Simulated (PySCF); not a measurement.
## Electron correlation in B⁻ (boron, charge -1)

[He] 2s2 2p2, high-spin 3P determinant. Computed with PySCF 2.14 in def2-QZVPPD (8s4p4d2f1g, 63 functions), with the non-relativistic Hamiltonian (point nucleus). Frozen: nothing; 6 electrons correlated.

```json
{"level": "CCSD", "correlation energy (mhartree)": "-101.99"}
{"level": "(T)", "correlation energy (mhartree)": "-3.72"}
{"level": "CCSD(T)", "correlation energy (mhartree)": "-105.71"}
```

Diagnostics: T1 = 0.0098, D1 = 0.0257, largest double amplitude 0.080.

Cost of the coupled-cluster step: about 10 core-seconds, for 6 correlated electrons.

Iterations:

```
CC2 = 0
CCSD nocc = (np.int64(4), np.int64(2)), nmo = (63, 63)
frozen orbitals [[], []]
max_cycle = 100
direct = 0
conv_tol = 1e-08
conv_tol_normt = 1e-06
diis_space = 8
diis_start_cycle = 0
Init t2, MP2 energy = -0.0834726105989726
Init E_corr(UCCSD) = -0.0834726105998904
cycle = 1  E_corr(UCCSD) = -0.09559350428093  dE = -0.0121208937  norm(t1,t2) = 0.0558693
cycle = 2  E_corr(UCCSD) = -0.0992865042457588  dE = -0.00369299996  norm(t1,t2) = 0.0241879
cycle = 3  E_corr(UCCSD) = -0.101922177342412  dE = -0.0026356731  norm(t1,t2) = 0.0128474
cycle = 4  E_corr(UCCSD) = -0.101973686038542  dE = -5.15086961e-05  norm(t1,t2) = 0.00333225
cycle = 5  E_corr(UCCSD) = -0.10197383324513  dE = -1.47206588e-07  norm(t1,t2) = 0.00088617
cycle = 6  E_corr(UCCSD) = -0.101987921649264  dE = -1.40884041e-05  norm(t1,t2) = 0.000352509
cycle = 7  E_corr(UCCSD) = -0.101985681823435  dE = 2.23982583e-06  norm(t1,t2) = 0.000128684
cycle = 8  E_corr(UCCSD) = -0.101986162450634  dE = -4.80627199e-07  norm(t1,t2) = 4.81659e-05
cycle = 9  E_corr(UCCSD) = -0.101986189761788  dE = -2.73111537e-08  norm(t1,t2) = 1.94171e-05
cycle = 10  E_corr(UCCSD) = -0.101986044387906  dE = 1.45373881e-07  norm(t1,t2) = 5.96508e-06
cycle = 11  E_corr(UCCSD) = -0.101986052654437  dE = -8.26653043e-09  norm(t1,t2) = 1.78996e-06
cycle = 12  E_corr(UCCSD) = -0.101986083041104  dE = -3.03866672e-08  norm(t1,t2) = 4.99063e-07
cycle = 13  E_corr(UCCSD) = -0.101986082782565  dE = 2.58538524e-10  norm(t1,t2) = 1.90195e-07
UCCSD converged
E(UCCSD) = -24.62138461359308  E_corr = -0.1019860827825654
UCCSD(T) correction = -0.00371633058238289
```

This basis was not built for core-valence correlation, so the inner-shell part is incomplete.
